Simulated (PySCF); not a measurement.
Level of theory: PySCF with BP86-D3(BJ)/def2-TZVP // BP86-D3(BJ)/def2-SVP. All species are isolated molecules in the gas phase. 

Reference species: [Ti(Cl)3] (neutral, multiplicity 2).

| Item | Result |
|---|---|
| spin population on the central atom (Mulliken) | 1.11 |
| highest occupied spin orbital | -5.64 eV |
| coordination number | 3 |

Changed species: [Pt(Cl)3] (M = Pt, multiplicity 2; the reference has M = Ti, multiplicity 2).

Problem. What does the change do to the spin population on the central atom (Mulliken), highest occupied spin orbital and coordination number?

Solution. the spin population on the central atom (Mulliken) falls by 0.64, to 0.47; the highest occupied spin orbital falls by 1.34 eV, to -6.98 eV; the coordination number hardly moves.
